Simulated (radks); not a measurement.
Results of a calculation; reference values are marked as such.
All-electron atom: neutral mercury in [Hg] (the NIST ground configuration). Code: a radial shooting solver on a logarithmic mesh with Libxc functionals. Model: non-relativistic Kohn-Sham, r2SCAN, spin-unpolarised, spherical densities, point nucleus; meta-GGA in the generalised Kohn-Sham scheme; relativity is left out, which matters for an element this heavy.

Normalised radial functions P(r) = r R(r), r in bohr:

| r | 4d | 5s | 5d |
|---|---|---|---|
| 0.001349 | 0.0000 | 0.0598 | 0.0000 |
| 0.001583 | 0.0001 | 0.0689 | 0.0000 |
| 0.001843 | 0.0001 | 0.0785 | 0.0000 |
| 0.002146 | 0.0001 | 0.0890 | 0.0000 |
| 0.002498 | 0.0002 | 0.1006 | 0.0001 |
| 0.002932 | 0.0003 | 0.1138 | 0.0001 |
| 0.003413 | 0.0005 | 0.1270 | 0.0002 |
| 0.003973 | 0.0007 | 0.1408 | 0.0002 |
| 0.004625 | 0.0012 | 0.1546 | 0.0004 |
| 0.005428 | 0.0018 | 0.1686 | 0.0006 |
| 0.006319 | 0.0028 | 0.1805 | 0.0009 |
| 0.007356 | 0.0043 | 0.1900 | 0.0014 |
| 0.008564 | 0.0066 | 0.1957 | 0.0021 |
| 0.01005 | 0.0103 | 0.1959 | 0.0033 |
| 0.0117 | 0.0155 | 0.1885 | 0.0050 |
| 0.01362 | 0.0233 | 0.1717 | 0.0075 |
| 0.01586 | 0.0347 | 0.1436 | 0.0112 |
| 0.01861 | 0.0522 | 0.1003 | 0.0169 |
| 0.02166 | 0.0760 | 0.0453 | 0.0246 |
| 0.02522 | 0.1094 | -0.0220 | 0.0353 |
| 0.02936 | 0.1551 | -0.0983 | 0.0501 |
| 0.03445 | 0.2198 | -0.1814 | 0.0709 |
| 0.04011 | 0.2999 | -0.2526 | 0.0967 |
| 0.04669 | 0.3995 | -0.3033 | 0.1286 |
| 0.05436 | 0.5175 | -0.3188 | 0.1663 |
| 0.06379 | 0.6557 | -0.2825 | 0.2100 |
| 0.07426 | 0.7882 | -0.1900 | 0.2513 |
| 0.08645 | 0.9024 | -0.0448 | 0.2857 |
| 0.1006 | 0.9716 | 0.1336 | 0.3043 |
| 0.1181 | 0.9612 | 0.3165 | 0.2951 |
| 0.1375 | 0.8398 | 0.4339 | 0.2486 |
| 0.1601 | 0.5892 | 0.4467 | 0.1593 |
| 0.1863 | 0.2110 | 0.3256 | 0.0296 |
| 0.2187 | -0.2893 | 0.0646 | -0.1349 |
| 0.2546 | -0.7953 | -0.2490 | -0.2900 |
| 0.2963 | -1.2459 | -0.5271 | -0.4082 |
| 0.345 | -1.5575 | -0.6631 | -0.4539 |
| 0.4049 | -1.6760 | -0.5748 | -0.3970 |
| 0.4713 | -1.5836 | -0.2693 | -0.2398 |
| 0.5487 | -1.3371 | 0.1773 | -0.0031 |
| 0.6388 | -1.0108 | 0.6443 | 0.2740 |
| 0.7496 | -0.6660 | 1.0241 | 0.5570 |
| 0.8727 | -0.3970 | 1.1922 | 0.7685 |
| 1.016 | -0.2089 | 1.1590 | 0.8930 |
| 1.183 | -0.0955 | 0.9724 | 0.9220 |
| 1.388 | -0.0354 | 0.7003 | 0.8630 |
| 1.616 | -0.0115 | 0.4493 | 0.7481 |
| 1.881 | -0.0031 | 0.2528 | 0.6056 |
| 2.19 | -0.0007 | 0.1238 | 0.4601 |
| 2.57 | -0.0001 | 0.0496 | 0.3222 |
| 2.992 | 0.0000 | 0.0177 | 0.2154 |
| 3.483 | 0.0000 | 0.0053 | 0.1348 |
| 4.054 | 0.0000 | 0.0013 | 0.0784 |
| 4.758 | 0.0000 | 0.0002 | 0.0405 |
| 5.539 | 0.0000 | 0.0000 | 0.0196 |
| 6.448 | 0.0000 | 0.0000 | 0.0085 |
| 7.507 | 0.0000 | 0.0000 | 0.0033 |
| 8.809 | 0.0000 | 0.0000 | 0.0010 |
| 10.26 | 0.0000 | 0.0000 | 0.0003 |

4d: eigenvalue -359.34 eV, 1 radial node at r = 0.200 bohr, <r> = 0.451 bohr, 90 % of the charge inside 0.671 bohr. 5s: eigenvalue -95.574 eV, 4 radial nodes at r = 0.0241, 0.0900, 0.226, 0.518 bohr, <r> = 1.00 bohr, 90 % of the charge inside 1.43 bohr. 5d: eigenvalue -12.605 eV, 2 radial nodes at r = 0.192, 0.550 bohr, <r> = 1.45 bohr, 90 % of the charge inside 2.25 bohr.
